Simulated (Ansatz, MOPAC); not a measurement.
Pair of molecules: NH3 (SMILES N) (first 4 atoms) with COS (SMILES O=C=S); geometry from B3LYP-D3(BJ)/def2-TZVP.
(charge 0, multiplicity 1):
```xyz
7

N      0.081    -0.085     0.027
H      0.717     0.697    -0.087
H      0.501    -0.886    -0.430
H     -0.770     0.138    -0.476
O      1.194     1.015     2.807
C      0.417     0.233     3.155
S     -0.622    -0.813     3.667
```

Monomers are frozen at their geometry in the pair; levels with a basis set take the counterpoise correction.

The state that AM1 reach isn't checked.

Run with Ansatz (a quantum-chemistry and plane-wave program) with Gaussian orbitals; MOPAC for AM1 (differences of heats of formation). Values without a source in brackets are computed.

Problem. Predict the interaction energy from AM1.

Solution. -1.6 kcal/mol
